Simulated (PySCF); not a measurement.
C2H10GeOSi2.
SMILES with atom numbers: `[CH3:1][C:2](=[O:3])[Si@@H:4]([SiH3:5])[GeH3:6]` (hydrogens: H7, H8, H9 on C1; H10 on Si4; H11, H12, H13 on Si5; H14, H15, H16 on Ge6)

Method: PBE0-D3(BJ)/def2-SVP geometry optimisation, gas phase in PySCF; density fitting, grid level 1; the optimiser is geomeTRIC in internal coordinates, started from a GFN2-xTB structure.

Step 0: E = -76523.4799 eV
```
atom  x, y, z in Å  |  force x, y, z in eV/Å
C1     -2.2157   -1.1277   -0.0352    0.357  -0.129   0.148
C2     -0.7512   -1.0730    0.2852   -0.293  -0.069   0.383
O3     -0.2434   -1.7627    1.1440   -0.164  -0.137   0.039
Si4     0.4196    0.1434   -0.6410   -0.011  -0.251   0.168
Si5    -0.1361    2.3381   -0.1096    0.090  -0.078  -0.112
Ge6     2.3977   -0.7299    0.2635    0.406   0.305  -0.088
H7     -2.3371   -1.3684   -1.0894   -0.130  -0.045  -0.475
H8     -2.6514   -0.1441    0.1324   -0.232   0.426   0.001
H9     -2.7299   -1.8677    0.5749   -0.120  -0.273   0.248
H10     0.2409   -0.1513   -2.0760    0.033   0.129  -0.482
H11    -1.4881    2.6793   -0.5663   -0.550  -0.005  -0.235
H12    -0.1001    2.5843    1.3341    0.069  -0.078   0.596
H13     0.7847    3.2844   -0.7422    0.432   0.337  -0.294
H14     2.5977   -2.2028    0.1145   -0.212  -0.853  -0.276
H15     3.6520   -0.1361   -0.3257    0.508   0.436  -0.463
H16     2.5527   -0.4567    1.7252   -0.184   0.285   0.843
```

Step 1: E = -76523.7109 eV
```
atom  x, y, z in Å  |  force x, y, z in eV/Å
C1     -2.2744   -1.1132   -0.0448   -0.029   0.019  -0.035
C2     -0.8160   -1.0991    0.3204    0.004  -0.063   0.128
O3     -0.3682   -1.7999    1.2018   -0.048   0.018  -0.028
Si4     0.4310    0.0764   -0.6141   -0.073  -0.120  -0.014
Si5    -0.1044    2.2984   -0.1004    0.010   0.018  -0.039
Ge6     2.5024   -0.6728    0.2665    0.354  -0.055   0.090
H7     -2.3937   -1.3603   -1.1122    0.003   0.011  -0.002
H8     -2.7051   -0.1082    0.0980    0.000   0.002  -0.010
H9     -2.8151   -1.8434    0.5737    0.011   0.000   0.009
H10     0.2793   -0.1717   -2.0858    0.042   0.086  -0.014
H11    -1.4871    2.6103   -0.5781   -0.026   0.003   0.009
H12    -0.0500    2.4826    1.3808   -0.006  -0.006   0.023
H13     0.8474    3.2519   -0.7446    0.028   0.009  -0.010
H14     2.6389   -2.1989    0.0591   -0.040   0.143   0.016
H15     3.7230    0.0081   -0.4089   -0.169  -0.034   0.017
H16     2.5845   -0.3512    1.7768   -0.061  -0.031  -0.141
```

Step 2: E = -76523.7208 eV
```
atom  x, y, z in Å  |  force x, y, z in eV/Å
C1     -2.2841   -1.1080   -0.0483   -0.010   0.009  -0.011
C2     -0.8288   -1.1092    0.3323    0.034  -0.027   0.060
O3     -0.3949   -1.8109    1.2192   -0.043   0.033  -0.042
Si4     0.4305    0.0597   -0.6028   -0.041  -0.114   0.026
Si5    -0.1004    2.2861   -0.0981    0.010   0.011  -0.018
Ge6     2.5200   -0.6677    0.2657    0.101   0.018   0.005
H7     -2.3949   -1.3565   -1.1162    0.004   0.002   0.000
H8     -2.7050   -0.0976    0.0860    0.002   0.000  -0.002
H9     -2.8379   -1.8301    0.5681   -0.001   0.001   0.003
H10     0.2906   -0.1717   -2.0781    0.018   0.054  -0.013
H11    -1.4835    2.6012   -0.5762   -0.002   0.004   0.009
H12    -0.0478    2.4722    1.3841   -0.005   0.004   0.004
H13     0.8585    3.2336   -0.7441    0.004  -0.004   0.002
H14     2.6693   -2.1834    0.0560   -0.013  -0.001   0.002
H15     3.7055    0.0359   -0.4263   -0.033   0.016  -0.025
H16     2.5953   -0.3446    1.7671   -0.025  -0.005  -0.001
```

Q: Estimate the geometry and energy of step 3. (The exact step hangs on the optimiser's Hessian estimate; all steps are aligned on step 2, rigid shifts and turns removed.)

A: E = -76523.7249 eV, largest force 0.072 eV/Å
```
atom  x, y, z in Å  |  force x, y, z in eV/Å
C1     -2.2959   -1.1028   -0.0530   -0.001   0.009  -0.007
C2     -0.8446   -1.1217    0.3438    0.004   0.010  -0.014
O3     -0.4295   -1.8240    1.2375    0.009   0.008  -0.003
Si4     0.4281    0.0371   -0.5881   -0.004  -0.065   0.030
Si5    -0.0937    2.2696   -0.0938    0.005  -0.004   0.008
Ge6     2.5379   -0.6589    0.2640   -0.049   0.035  -0.027
H7     -2.3967   -1.3543   -1.1212   -0.002  -0.003  -0.001
H8     -2.7041   -0.0859    0.0710   -0.001   0.000   0.001
H9     -2.8663   -1.8142    0.5607   -0.001   0.002  -0.002
H10     0.3004   -0.1725   -2.0680   -0.005   0.018  -0.005
H11    -1.4753    2.5926   -0.5722    0.005   0.004   0.003
H12    -0.0430    2.4636    1.3880   -0.002   0.008  -0.003
H13     0.8738    3.2066   -0.7431   -0.002  -0.005   0.003
H14     2.7075   -2.1699    0.0521    0.012  -0.032   0.001
H15     3.6854    0.0767   -0.4520    0.022   0.016  -0.015
H16     2.6086   -0.3328    1.7627    0.010   0.000   0.031
```

The energy changes by -0.0042 eV. The first-order estimate −F·Δx gives -0.0070 eV and the mean of the old and new forces, exact on a quadratic surface, -0.0042 eV. The step makes an angle of 72° with the force vector and moves no atom by more than 0.052 Å.

What follows is the cost of the whole optimisation. On an Arm Neoverse V1 with one thread, shared host, this took 67 s of wall time and 0.70 GiB of memory at its peak.
